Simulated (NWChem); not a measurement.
# MoHSO2F; SMILES [O]=[Mo]([OH])([F])=[S]

```xyz
6

Mo    -0.0023    -0.2125     0.0440
O      0.1964    -0.6046     1.6470
S     -0.0520     1.8907    -0.1114
F     -1.5851    -0.9179    -0.5761
O      1.4372    -0.8486    -0.9320
H      2.1257    -1.4400    -0.6009
```
Atoms are numbered in this order, from 1.

Computed with NWChem. Medium grid unless said otherwise, to which SCAN and Minnesota functionals are sensitive. Geometry: optimised at PBE0/def2-SVP. def2 effective core potentials on Mo; no spin-orbit coupling.

Task: Estimate the computed values for M06/def2-SVP. Quantities: highest occupied level (eV); orbital gap (eV); dipole (D).

Result: 
- highest occupied level (eV) = -8.01
- orbital gap (eV) = 4.93
- dipole (D) = 2.63
